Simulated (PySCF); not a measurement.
Work out the structure from these simulated measurements.

Elements present: C, F and H. Monoisotopic mass: 104.0438 u.

* NMR, other nuclei: isotropic shieldings of nuclei other than C and H, by class: 257 (1 F), 421 (1 F) ppm [GIAO PBE0/pcSseg-1]
* UV, strongest line: among the 6 lowest singlet transitions: S2 at 6.90 eV (180 nm, f = 0.220) [TDDFT PBE0/def2-SVPD]
* Rotational structure: rotational constants A, B, C: 4.193, 1.905, 1.413 GHz [GFN2-xTB]
* 13C NMR: chemical shifts (computed TMS as zero) by class: 159.8 (1 C), 122.0 (1 C), 77.5 (1 C), 34.4 (1 C), 20.4 (1 C) ppm [GIAO PBE0/pcSseg-1]
* UV, first state: lowest singlet excitation: 6.83 eV (182 nm, f = 0.047) [TDDFT PBE0/def2-SVPD]
* Polarisability: 59.1 au [PBE0/def2-SVPD]
* Triplet: lowest triplet excitation (Tamm–Dancoff): 4.37 eV [TDA PBE0/def2-SVPD]
* Dipole: 1.97 D [PBE0/def2-SVPD]
* 1H NMR: chemical shifts (computed TMS as zero) by class: 5.19 (2 H), 2.81 (2 H), 2.21 (2 H) ppm [GIAO PBE0/pcSseg-1]

The electronic properties come from PySCF, for the isolated species, density fitting. Levels stand in brackets. One conformer (not necessarily the lowest) at the GFN2-xTB geometry, without solvent, vibrations or thermal averaging. NMR values are class means; diastereotopic atoms form classes of their own.

Q: Which formula fits the mass and the elements?

A: C5H6F2 (calculated 104.0438). No other formula that holds each of these elements comes within 0.0003 u with a fitting electron parity and a possible valence count.

Q: Propose a structure and show how it fits.

A: Numbering: `[F:1][CH2:2][C:3]1=[C:4]([F:5])[CH2:6][CH2:7]1`. Its formula, C5H6F2, gives 2 degrees of unsaturation: 1 ring and 1 π bond in the structure found. 5 carbons fall into 5 classes; from least to most shielded: vinylic C–F carbon [C4] (159.8 ppm), fully substituted alkene carbon [C3] (122.0 ppm), sp3 C–F carbon [C2] (77.5 ppm), allylic carbon [C6] (34.4 ppm), allylic carbon [C7] (20.4 ppm). Hydrogen classes from least to most shielded: 2 H on an sp3 C–F carbon, C2 (5.19 ppm, a mean of values up to 0.5 ppm apart in this geometry), 2 H on an allylic carbon, C6 (2.81 ppm), 2 H on an allylic carbon, C7 (2.21 ppm). The other shieldings belong to: 257 ppm, vinyl fluorine [F5]; 421 ppm, alkyl fluorine [F1]. The optimised geometry has point group C1 and is an asymmetric top. Structure: `FCC1=C(F)CC1`. Computed isomers that give other values at the same levels: `C=C/C=C/C(F)F` (13C chemical shifts (computed TMS as zero) by class: 143.8 (1 C), 142.8 (1 C), 133.7 (1 C), 130.4 (1 C), 119.6 (1 C) ppm); `C=C=C(CF)CF` (13C chemical shifts (computed TMS as zero) by class: 223.6 (1 C), 102.9 (1 C), 84.6 (2 C), 79.2 (1 C) ppm); `C=C(F)C/C=C\F` (13C chemical shifts (computed TMS as zero) by class: 176.7 (1 C), 158.1 (1 C), 114.4 (1 C), 96.1 (1 C), 32.4 (1 C) ppm). The assignments are read from this structure; whether some other isomer fits the data as well wasn't checked.

The values belong to the conformer `[F:1][CH2:2][C:3]1=[C:4]([F:5])[CH2:6][CH2:7]1`: F1–C2–C3–C4 119°.
